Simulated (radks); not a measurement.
Question: Hg6+, 74 electrons, occupied as [Xe] 4f14 5d6. Method: Dirac Kohn-Sham, LB94 model potential, spin-unpolarised, spherical densities, finite nucleus; open shells fill j = l - 1/2 first; Fermi nuclear charge, rms radius 5.4648 fm; computed with a radial shooting solver on a logarithmic mesh with Libxc functionals.

Spin-orbit splittings of the eigenvalues, e(l+1/2) - e(l-1/2), with zeta = 2 splitting/(2l+1) and mean radii in bohr:

| shell | occ. | splitting (eV) | zeta (eV) | <r> j=l-1/2 | <r> j=l+1/2 |
|---|---|---|---|---|---|
| 2p | 6 | 1963 | 1308 | 0.05679 | 0.06547 |
| 3p | 6 | 434.2 | 289.5 | 0.1701 | 0.1859 |
| 3d | 10 | 93.24 | 37.30 | 0.1617 | 0.1666 |
| 4p | 6 | 104.1 | 69.43 | 0.4012 | 0.4356 |
| 4d | 10 | 19.50 | 7.799 | 0.4422 | 0.4534 |
| 4f | 14 | 4.282 | 1.223 | 0.4751 | 0.4816 |
| 5p | 6 | 19.89 | 13.26 | 0.9470 | 1.034 |
| 5d | 6 | ? | ? | 1.247 | 1.279 |
| 6p | 0 | 4.530 | 3.020 | 2.081 | 2.216 |

Estimate the 5d splitting.

Answer: 2.562 eV (zeta = 1.025 eV).
